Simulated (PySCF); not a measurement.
# The electron affinity along the 5p block

Calculated with PySCF 2.14 from differences of total energies of unrestricted determinants, without spin-orbit coupling. Values in eV. The last column holds reference values (measured affinities from photodetachment; the arrow runs from anion to atom). Unmarked ones compare directly (S terms, centres of terms, or small fine structure); those marked * lie between the lowest fine-structure levels and include a spin-orbit shift.

```tsv
element	configurations	UHF	PBE0	SCS-MP2 (valence)	CCSD (valence)	CCSD(T) (valence)	CCSDT (valence)	reference
In (aug-cc-pVDZ-PP with ECP28MDF, ECP)	[Kr] 4d10 5s2 5p2 → [Kr] 4d10 5s2 5p1	0.082	0.492	0.239	0.347	0.369	0.377	0.384 *
Sn (aug-cc-pVDZ-PP with ECP28MDF, ECP)	[Kr] 4d10 5s2 5p3 → [Kr] 4d10 5s2 5p2	0.968	1.414	1.173	1.281	1.301	1.306	1.112 *
Te (aug-cc-pVDZ-PP with ECP28MDF, ECP)	[Kr] 4d10 5s2 5p5 → [Kr] 4d10 5s2 5p4	1.083	2.035	1.703	1.710	1.746	1.751	1.971 *
I (aug-cc-pVDZ-PP with ECP28MDF, ECP)	[Xe] → [Kr] 4d10 5s2 5p5	2.397	3.300	3.081	3.060	3.093	3.094	3.059 *
```

Problem. Fill in the row of Sb (aug-cc-pVDZ-PP with ECP28MDF, ECP) ([Kr] 4d10 5s2 5p4 → [Kr] 4d10 5s2 5p3).

Solution. UHF -0.104; PBE0 0.847; SCS-MP2 (valence) 0.418; CCSD (valence) 0.459; CCSD(T) (valence) 0.496; CCSDT (valence) 0.506; reference 1.047 * (eV).

The highest occupied level of the anion is positive for In⁻ at PBE0; Sn⁻ at PBE0; Sb⁻ at PBE0, so there the basis helps to hold the electron.

"Valence" correlates the outer s and p shells and, in groups 3 to 12 and the f block, the outer d or f shell, open or full, or the next shell where the ion has no valence electron left; the wider scheme adds the next inner shell.
